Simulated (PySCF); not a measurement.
Compound: C₃H₁₁PSi₂.
InChI=1S/C3H11PSi2/c1-6(4)2-5-3-6/h2-5H2,1H3

Torsions of this conformer, `[CH3:1][Si:2]1([PH2:3])[CH2:4][SiH2:5][CH2:6]1`: H–P3–Si2–C1 171°, H–P3–Si2–C1 77°.

The closed-shell ground state was solved at several levels (PySCF, density fitting, gas phase, non-relativistic). Geometry: PBE0-D3(BJ)/def2-SVP, one conformer, isolated molecule.

| level | basis functions | HOMO (eV) | LUMO (eV) | gap (eV) | dipole (D) |
| --- | --- | --- | --- | --- | --- |
| B3LYP/pcSseg-1 | 178 | -6.80 | 0.08 | 6.88 | 1.07 |
| CAM-B3LYP/def2-SVPD | 220 | -8.22 | 0.88 | 9.10 | 1.00 |

Problem. What might PBE0/pcSseg-1 (178 basis functions) give for the same quantities?

Solution. HOMO -7.03 eV, LUMO 0.24 eV, gap 7.27 eV, dipole 1.15 D.

Problem. Over all these levels, which gives the widest orbital gap and which the narrowest?

Solution. CAM-B3LYP/def2-SVPD (range-separated hybrid) has the widest, 9.10 eV, and B3LYP/pcSseg-1 (global hybrid, 20 % exact exchange) the narrowest, 6.88 eV. Functional and basis both differ between the two, so the spread mixes both effects.

Problem. How far do the dipole and the HOMO energy spread over the levels?

Solution. The dipole runs from 1.00 to 1.15 D (mean 1.07 D) and the HOMO from -8.22 to -6.80 eV.
